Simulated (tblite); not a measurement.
Species: C₄H₇NO₂Si.
Numbering: `[N:1]#[C:2][SiH:3]1[O:4][CH2:5][CH2:6][CH2:7][O:8]1` (hydrogens: H9 on Si3; H10, H11 on C5; H12, H13 on C6; H14, H15 on C7)

Geometry (GFN2-xTB, Å), atoms numbered from 1 in this order:
```xyz
15
C4H7NO2Si angstrom
N      3.675    0.908    1.328
C      2.817    0.478    0.704
Si     1.487   -0.262   -0.372
O      0.576    0.964   -0.932
C     -0.828    0.918   -0.888
C     -1.343    0.283    0.399
C     -0.835   -1.148    0.541
O      0.568   -1.215    0.575
H      2.054   -1.028   -1.475
H     -1.192    0.353   -1.756
H     -1.179    1.951   -0.972
H     -2.432    0.287    0.400
H     -0.978    0.869    1.245
H     -1.193   -1.589    1.477
H     -1.200   -1.759   -0.295
```

Method: GFN2-xTB as coded in tblite; computed harmonic values from a numerical Hessian at the method's own geometry, unscaled. This tight-binding method is rough: wavenumbers can miss measured ones by several per cent, in bad cases by 10 to 20. Modes of hydrogen on silicon can be 10 to 20 % off. One conformer, not necessarily the lowest.

Harmonic wavenumbers (cm⁻¹): 53.1, 99.4, 135.7, 182.8, 292.9, 324.5, 325.7, 386.0, 409.3, 551.2, 622.9, 646.5, 718.8, 782.0, 809.7, 905.5, 906.9, 935.6, 1023.6, 1115.6, 1116.0, 1150.9, 1185.0, 1216.6, 1250.6, 1322.7, 1337.3, 1338.7, 1452.4, 1477.5, 1486.2, 2314.3, 2377.3, 2899.1, 2902.7, 2945.9, 2947.1, 2990.1, 3006.8.

A = 3303, B = 1283, C = 1113 MHz; mass 129.025 u (most abundant isotopes); point group Cs, symmetry number 1.

Question: What is the zero-point energy?

Answer: Half the sum of the wavenumbers: 23972 cm⁻¹ = 286.77 kJ/mol.

Question: What is S at 400 K and 1 bar for an ideal gas of classical rigid rotors and harmonic oscillators?

Answer: Translation 175.58, rotation 123.38, vibration 127.87: S = 426.8 J/(mol K).

Question: And Cp and H(400 K) − H(0)?

Answer: Cp = 169.22 J/(mol K), of which vibrations give 135.96 (their classical limit is 39 R = 324.3); H(400 K) − H(0) = 40.56 kJ/mol without the zero-point energy, 27.26 from vibrations.

Question: What must be added to the electronic energy to get the Gibbs energy at 400 K and 1 bar?

Answer: ZPE + [H(400 K) − H(0)] − T·S = 286.77 + 40.56 − 170.73 = 156.60 kJ/mol.

Question: Which modes carry the vibrational entropy at 400 K?

Answer: 53.1 cm⁻¹: 22.09; 99.4 cm⁻¹: 16.91; 135.7 cm⁻¹: 14.36; 182.8 cm⁻¹: 11.95; 292.9 cm⁻¹: 8.25; 324.5 cm⁻¹: 7.49 J/(mol K); the other 33 give 46.82 together.

Question: How do the functions run with temperature in this model?

Answer: 
```tsv
T (K)	S (J/(mol K))	Cp (J/(mol K))	H − H(0) (kJ/mol)	G − H(0) (kJ/mol)	ln q(vib)
100	277.9	67.0	4.85	-22.93	1.17
200	335.1	101.8	13.31	-53.71	3.11
300	382.9	136.6	25.23	-89.65	5.14
500	467.6	196.8	58.90	-174.92	9.23
800	573.6	253.4	127.22	-331.68	15.14
1000	632.9	277.4	180.43	-452.47	18.80
```

q(vib) and H(0) count from the zero-point level.

Hindered rotation and anharmonicity are outside this model. Other conformers, if any are populated, would add a mixing term that is left out.

On Arm Neoverse V1, one thread, shared host, this took 0.52 s wall. The figure is for the frequency step alone.
